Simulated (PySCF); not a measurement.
Ge(AsH2)(F)3 (AsF₃GeH₂), SMILES [F][Ge]([F])([F])[AsH2]. Geometry: PBE-D3(BJ)/def2-SVP. This is a generated structure with no PubChem entry under its InChIKey; it may be hypothetical.

Computed equilibrium geometry at PBE-D3(BJ)/def2-SVP (PySCF confirms it by a frequency run) as bond lengths and angles, and its point group:
point group Cs.
Atoms: F1 Ge2 F3 F4 As5 H6 H7. Bonded distances (Å): F1–Ge2 1.743, Ge2–F3 1.743, Ge2–F4 1.744, Ge2–As5 2.419, As5–H6 1.541, As5–H7 1.541. Bond angles (°): F1–Ge2–F3 105.6, F1–Ge2–F4 105.0, F1–Ge2–As5 112.2, F3–Ge2–F4 105.0, F3–Ge2–As5 112.2, F4–Ge2–As5 115.9, Ge2–As5–H6 88.2, Ge2–As5–H7 88.2, H6–As5–H7 90.9.
